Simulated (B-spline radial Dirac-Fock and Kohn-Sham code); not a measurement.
**Electron momentum distribution of Hf⁸⁺: Compton profiles**

System: hafnium as Hf⁸⁺, configuration [Kr] 4d10 4f13 5s2 5p3.

Input file task.json (cfg lists n, l and occupation; rrms is the nuclear radius in fm):

```json
{"items": [{
  "Z": 72,
  "q": 8,
  "cfg": [[1, 0, 2], [2, 0, 2], [2, 1, 6], [3, 0, 2], [3, 1, 6], [3, 2, 10], [4, 0, 2], [4, 1, 6], [4, 2, 10], [4, 3, 13], [5, 0, 2], [5, 1, 3]],
  "A": 180,
  "rrms": 5.347,
  "do": ["scatter"],
  "s": [0.0, 0.05, 0.1, 0.15, 0.2, 0.25, 0.3, 0.35, 0.4, 0.45, 0.5, 0.6, 0.7, 0.8, 0.9, 1.0, 1.1, 1.2, 1.4, 1.6, 1.8, 2.0, 2.5, 3.0, 3.5, 4.0, 5.0, 6.0],
  "pz": [0, 0.1, 0.14, 0.21, 0.3, 0.43, 0.62, 0.89, 1.3, 1.8, 2.6, 3.8, 5.4, 7.8, 11.0, 16.0, 23.0, 34.0, 48.0, 69.0, 100.0],
  "hv_scatter": [1000, 2000, 5000, 8047.8, 30000, 50000, 200000, 500000]
}]}
```

Command: `python xray_run.py task.json out`

The computed values come from a radial atomic solver: the impulse approximation on Dirac-Fock densities. pz is in atomic units of momentum; subshell profiles are per electron, for a selection of subshells; open shells are spread over both j values by their weights.

```
  pz   J total   J 4s1/2   J 4d3/2   J 4f7/2   J 5p3/2
   0     5.693     0.174    0.0899    0.0841     0.281
0.14     5.679     0.173    0.0899    0.0841     0.281
0.21     5.661     0.173    0.0899    0.0841     0.281
 0.3     5.629     0.172    0.0899    0.0841     0.280
0.43     5.563     0.169    0.0899    0.0841     0.278
0.62     5.429     0.164    0.0899    0.0841     0.271
0.89     5.175     0.153    0.0899    0.0841     0.249
 1.3     4.725     0.133    0.0897    0.0840     0.185
 1.8     4.226     0.105    0.0890    0.0834    0.0967
 2.6     3.670    0.0623    0.0845    0.0793    0.0241
 3.8     2.914    0.0256    0.0676    0.0647    0.0148
 5.4     1.929    0.0163    0.0368    0.0410   0.00736
 7.8     1.096    0.0131   0.00936    0.0173   0.00133
  11    0.6375   0.00381   0.00273   0.00505   0.00105
  16    0.3214   0.00151   0.00231  0.000754  0.000259
  23    0.1450  0.000812  0.000870  6.75e-05  7.07e-05
  34   0.05363  8.67e-05  0.000125  2.87e-06  4.75e-05
  48   0.02044  4.64e-05  1.31e-05    < 1e-6  1.35e-05
  69  0.006949  2.88e-05    < 1e-6    < 1e-6  2.00e-06
 100  0.002039  9.10e-06    < 1e-6    < 1e-6    < 1e-6
```

J(0) = 5.693. The 5s1/2 subshell gives the largest part, 14 %.

Mean momentum ⟨p⟩ by subshell (a.u.): 1s1/2 74.0, 2s1/2 26.4, 2p1/2 34.9, 2p3/2 31.1, 3s1/2 13.3, 3p1/2 15.9, 3p3/2 14.8, 3d3/2 17.8, 3d5/2 17.4, 4s1/2 6.76, 4p1/2 7.57, 4p3/2 7.08, 4d3/2 7.76, 4d5/2 7.59, 4f5/2 7.46, 4f7/2 7.37, 5s1/2 2.89, 5p1/2 3.09, 5p3/2 2.91.
